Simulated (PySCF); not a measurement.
## Shifts of the heteroatoms

Geometry:
| atom | x (Å) | y (Å) | z (Å) |
| --- | --- | --- | --- |
| C1 | -1.752 | 0.004 | 0.090 |
| C2 | -0.269 | -0.090 | 0.012 |
| C3 | 0.550 | -1.237 | 0.055 |
| N4 | 1.828 | -0.936 | -0.029 |
| N5 | 1.887 | 0.392 | -0.126 |
| C6 | 0.648 | 0.927 | -0.105 |
| F7 | 0.487 | 2.247 | -0.200 |
| H8 | -2.210 | -0.851 | -0.403 |
| H9 | -2.080 | 0.012 | 1.130 |
| H10 | -2.097 | 0.919 | -0.385 |
| H11 | 0.240 | -2.259 | 0.138 |
| H12 | 2.769 | 0.872 | -0.203 |

Theory: structure optimised with GFN2-xTB, σ from GIAO-PBE0/pcSseg-1, in PySCF 2.14.0 with density-fitted response routines (isolated molecule, one averaged value for each set of equivalent atoms, one computed conformer, relativity neglected).

Question: What are the 19F shifts?

Answer: 
```csv
atoms,environment,σ (ppm),δ (ppm)
F7,aryl fluorine,323.7,-146.1
```

Shieldings were converted by a linear fit to measured shifts: 19F (scatter 6.0 ppm rms, 7.0 ppm with the 5 outliers that the fit left out vs CFCl3, solution or neat liquid, with a term for F on sp3 carbon). A few per cent of atoms miss by over 2 rms, more outside the fitted compound classes.

On a 500 MHz spectrometer 19F resonates near 470.5 MHz, so 1 ppm is 470.5 Hz.

Question: Where does 15N resonate?

Answer: 
```tsv
atoms	environment	σ (ppm)	δ (ppm)
N4	pyridine-type nitrogen of an azole	-47.5	-104.3
N5	pyrrole-type ring nitrogen	65.8	-208.7
```

Shieldings were converted by a linear fit to measured shifts: 15N (scatter 6.3 ppm rms vs CH3NO2, solution or neat liquid). A few per cent of atoms miss by over 2 rms, more outside the fitted compound classes.

On a 600 MHz spectrometer 15N resonates near 60.8 MHz, so 1 ppm is 60.8 Hz.
